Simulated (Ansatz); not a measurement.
Stepwise reaction of `SB(S)Br` with methanol, as a gas-phase model of exchange steps in deposition or etching. ΔE in kJ/mol; ΔG adds harmonic PBE0-D4 terms to CCSD(T)/CBS, at 1 bar.

Isolated molecules relaxed with PBE0-D4/def2-TZVP in Ansatz; ΔE leaves out vibrations. CBS: MP2 limit from def2 TZ/QZ plus the TZ coupled-cluster correction, frozen cores. This one scheme is used for every species. DFT in def2-TZVPP. B3LYP here is the variant with VWN-RPA as its local correlation; programs differ in this. For Br outer-core shells are correlated without core-valence functions, which leaves a few kJ/mol of doubt a bond. Scalar relativity is left out up to krypton. Each species was taken in one conformer, which may not be the lowest.

```csv
step,reaction,PBE-D4,B3LYP-D4,ωB97M-V,CCSD(T)/CBS,ΔG(400 K)
1,`SB(S)Br` + CH₃OH → `COB(S)Br` + H₂S,-50.8,-62.7,-64.1,-59.7,-62.5
```

**Question.** Give the row of step 2, `COB(S)Br` + CH₃OH → `COB(Br)OC` + H₂S. (An estimate is asked.)

**Answer.** Computed: 
| step | reaction | PBE-D4 | B3LYP-D4 | ωB97M-V | CCSD(T)/CBS | ΔG(400 K) |
| --- | --- | --- | --- | --- | --- | --- |
| 2 | `COB(S)Br` + CH₃OH → `COB(Br)OC` + H₂S | -56.6 | -69.8 | -70.3 | -66.4 | -70.8 |

**Question.** By hand: ΔE of the 2 steps together at CCSD(T)/CBS.

**Answer.** (-59.7) + (-66.4) = -126.1 kJ/mol, or -63.1 kJ/mol a step.

In ΔE each step is lower than the one before. All are downhill at CCSD(T)/CBS. ΔG lies between -70.8 and -62.5 kJ/mol a step. PBE-D4 differs from CCSD(T)/CBS by 8.9 to 9.8 kJ/mol a step. Isolated molecules leave out the surface, adducts and barriers. Largest T1 diagnostic: 0.011.
